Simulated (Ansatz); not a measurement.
`B[SiH2]N` + `N[SiH3]` → `B[SiH2]N[SiH3]` + NH₃ at 400 K and 1 bar (ligand exchange at the Si–N bond).

Computed with Ansatz on PBE0-D4/def2-TZVP structures; ΔE is electronic, products minus reactants. CCSD(T)/CBS is the MP2 limit (def2-TZVPP, def2-QZVPP) plus CCSD(T) − MP2 in def2-TZVPP, frozen cores. This one scheme is used for every species. Each species was taken in one conformer, which may not be the lowest.

```csv
species,CCSD(T)/CBS energy (Eh),H − E (kJ/mol),S (J/(mol·K))
`B[SiH2]N`,-372.16627,192.0,334.3
`N[SiH3]`,-346.80422,153.0,285.3
`B[SiH2]N[SiH3]`,-662.46710,242.3,407.8
NH₃,-56.50880,104.2,203.1
```

H − E and S are ideal-gas, rigid-rotor, harmonic terms from PBE0-D4/def2-TZVP, for one conformer and one mirror image of each species. 1 Eh = 2625.50 kJ/mol, R = 8.31446 J/(mol·K).

By hand: ΔE, ΔH, ΔS and ΔG.

ΔE = (-662.46710) + (-56.50880) − (-372.16627) − (-346.80422) = -0.00541 Eh = -14.2 kJ/mol. Δ(H − E) = 242.3 + 104.2 − 192.0 − 153.0 = 1.5, so ΔH = -12.7 kJ/mol. ΔS = 407.8 + 203.1 − 334.3 − 285.3 = -8.7 J/(mol·K). ΔG = -12.7 − 400 × (-8.7)/1000 = -9.2 kJ/mol.

By hand: the equilibrium constant, and the temperature at which ΔG would vanish if ΔH and ΔS stayed fixed.

log₁₀ K = −ΔG/(RT ln 10) = 1.2. ΔG = 0 at ΔH/ΔS = 1460 K, though so small a ΔS makes that figure unsure.

The number of gas molecules stays the same, so ΔS is small and ΔH decides. A doubt of 5 kJ/mol in ΔE shifts log₁₀ K by 0.7 here. Other conformers and mirror images would add mixing entropy, several J/(mol·K) or more a flexible species. Modes under 60 cm⁻¹, often nearly free rotors, make the harmonic entropy too high. These are equilibria of isolated gas molecules and say nothing of rates. Largest T1 diagnostic: 0.011 (customary marks: 0.02 for closed shells, 0.045 for open ones).
